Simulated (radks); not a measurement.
Spherical quantum dot in the effective-mass picture: electrons in a parabolic well V = omega^2 r^2 / 2 with omega = 0.158, all in effective atomic units (hartree* = m*/eps^2 hartree, bohr* = eps/m* bohr), one dielectric constant everywhere. Calculated with a radial shooting solver with Libxc functionals: non-relativistic Kohn-Sham, LDA (Slater exchange, Perdew-Wang correlation), spin-polarised, spherical densities. Levels are named by radial order and angular momentum (1s, 1p, 1d, 2s, ...), and open shells are averaged over m. Each electron was tried in the lowest free levels, single moves between levels near the top were tried too, and the lowest total energy was kept; such a search can miss a lower state. At N = 1 the Hartree and exchange-correlation terms need not cancel, so that row can carry a self-interaction error.

N        open shells  2S  E (hartree*)  mu = E(N) - E(N-1) (hartree*)  addition energy mu(N+1) - mu(N) (hartree*)  e(HOMO) (hartree*)  rms radius (bohr*)
1   1s(up 1, down 0)   1      0.243422                        0.24342                                      0.2559             0.35195               3.128
2               none   0      0.742762                        0.49934                                      0.2978             0.59788               3.565
3   1p(up 1, down 0)   1       1.53995                        0.79719                                      0.1644             0.87967               4.101
4   1p(up 2, down 0)   2       2.50153                        0.96158                                      0.1606              1.0428               4.454
5   1p(up 3, down 0)   3       3.62373                         1.1222                                      0.1856              1.2007               4.736
6   1p(up 3, down 1)   2       4.93156                         1.3078                                      0.1420              1.3791               4.996
7   1p(up 3, down 2)   1       6.38134                         1.4498                                      0.1396              1.5201               5.222
8               none   0       7.97067                         1.5893                                      0.2107              1.6581               5.426
9   1d(up 1, down 0)   1       9.77073                         1.8001                                      0.1255              1.8631               5.650
10  1d(up 2, down 0)   2       11.6963                         1.9255                                      0.1234              1.9876               5.850
11  1d(up 3, down 0)   3       13.7452                         2.0489                                      0.1212              2.1099               6.032
12  1d(up 4, down 0)   4       15.9153                         2.1701                                      0.1191              2.2300               6.199
13  1d(up 5, down 0)   5       18.2045                         2.2892                                      0.1404              2.3480               6.356
14  1d(up 5, down 1)   4       20.6341                         2.4296                                      0.1121              2.4858               6.508
15  1d(up 5, down 2)   3       23.1757                         2.5417                                      0.1108              2.5973               6.652
16  1d(up 5, down 3)   2       25.8282                         2.6524                                      0.1093              2.7073               6.787
17  1d(up 5, down 4)   1       28.5899                         2.7617                                      0.1079              2.8159               6.917
18              none   0       31.4595                         2.8696                                      0.1262              2.9231               7.041
19  2s(up 1, down 0)   1       34.4554                         2.9959                                      0.1206              3.0495               7.163
20              none   0       37.5718                         3.1164                                      0.1249              3.1692               7.282
21  1f(up 1, down 0)   1       40.8131                         3.2413                                     0.09948              3.2912               7.403
22  1f(up 2, down 0)   2       44.1539                         3.3408                                     0.09847              3.3902               7.518
23  1f(up 3, down 0)   3       47.5931                         3.4392                                     0.09747              3.4881               7.629
24  1f(up 4, down 0)   4       51.1298                         3.5367                                           -              3.5851               7.736

All shells are closed at N = 2, 8, 18, 20 (there: 1s2 1p6 1d10 2s2); the second difference of the energy has clear peaks (12 % above both neighbours; the first and last values, which can be the largest, are not judged, and half-filled shells can peak too) at N = 2, 5, 8, 13.
